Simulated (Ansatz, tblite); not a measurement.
Cost and result up the ladder for (H2Ga-mu-F)2 (Ga₂H₄F₂) (8 atoms). Charge 0, multiplicity 1. Geometry: PBE0-D4/def2-SVP.

```xyz
8

Ga   -1.399   -0.531    0.129
H    -1.506   -1.666    1.185
H    -2.398    0.182   -0.825
F    -0.238    0.839    0.874
Ga    1.399    0.531   -0.129
H     1.512    1.666   -1.184
H     2.393   -0.186    0.827
F     0.237   -0.836   -0.878
```

Ansatz on 4 threads of Arm Neoverse V2 on a shared host; xTB runs through tblite on one thread. Times are rough, summed over both states, and most runs start from the orbitals of an earlier one. PBE0-D4/def2-TZVP serves as the yardstick here, not as an exact answer. The other state is a triplet.

The xTB rows come from tblite.

xTB has no spin-polarisation term.

| level | functions | wall time |
| --- | --- | --- |
| GFN2-xTB | 30 | 0.005 s |
| GFN1-xTB | 34 | 0.008 s |
| PBE-D4/def2-TZVP (with forces) | 182 | 5.7 s |
| PBE0-D4/def2-TZVP | 182 | 11 s |

(1) Estimate what each level gives for the vertical triplet (eV).

## Answers

(1) 
```tsv
level	vertical triplet (eV)	difference from PBE0-D4/def2-TZVP (eV)
GFN2-xTB	6.28	-0.17
GFN1-xTB	6.85	0.40
PBE-D4/def2-TZVP (with forces)	5.69	-0.77
PBE0-D4/def2-TZVP	6.46	0.00
```
